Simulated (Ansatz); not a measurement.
C3H9Bi⁺, that is BiMe3 with one electron fewer. Total charge 1; doublet. Geometry PBE0-D4/def2-SVP, that of the neutral singlet.

Cartesian coordinates in Å:
```
Bi -0.821 0.674 0.728
C 1.126 -0.189 1.525
H 1.740 0.618 1.950
H 1.672 -0.675 0.704
H 0.905 -0.926 2.310
C 0.176 1.519 -1.132
H 0.824 0.752 -1.578
H 0.777 2.398 -0.860
H -0.594 1.818 -1.856
C -1.382 -1.264 -0.321
H -2.175 -1.064 -1.056
H -1.749 -1.990 0.418
H -0.499 -1.670 -0.833
```

In the def2 sets Bi takes a core potential; there is no spin–orbit coupling.

(1) Estimate the α-spin orbital energies around the gap (eV) in Ansatz with PBE-D4/def2-TZVP, r2SCAN-D4/def2-TZVP, PBE0-D4/def2-TZVP.

## Answers

(1) 
```
orbital  PBE-D4/def2-TZVP  r2SCAN-D4/def2-TZVP  PBE0-D4/def2-TZVP
 HOMO−5            -14.59               -14.98             -16.15
 HOMO−4            -14.59               -14.98             -16.14
 HOMO−3            -14.34               -14.72             -15.90
 HOMO−2            -12.34               -12.61             -13.50
 HOMO−1            -12.34               -12.60             -13.50
   HOMO            -11.84               -12.19             -12.93
   LUMO             -6.04                -5.79              -5.26
 LUMO+1             -6.03                -5.79              -5.26
 LUMO+2             -5.17                -4.76              -4.30
 LUMO+3             -3.99                -3.20              -3.18
 LUMO+4             -2.78                -1.91              -1.96
 LUMO+5             -2.31                -1.50              -1.47
 β HOMO            -12.05               -12.21             -13.01
 β LUMO            -11.12               -10.94             -10.33
```
